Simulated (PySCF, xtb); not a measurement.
F2Zn, SMILES [F][Zn-][F] (connectivity only; charge and spin as stated), charge -1, multiplicity 2.

Harmonic wavenumbers (cm⁻¹) from GFN2-xTB (xtb 6.7.1) at its own minimum, in rising order: 122, 246, 282.

Question: What does PBE-D3(BJ)/def2-SVPD in PySCF 2.14.0 give at its own minimum? (The exact figures need the calculation; the answer reports its results.)

Answer: 141, 444, 470. Paired by order, the mean absolute difference is 135 cm⁻¹ and the zero-point energies are 0.9 and 1.5 kcal/mol.
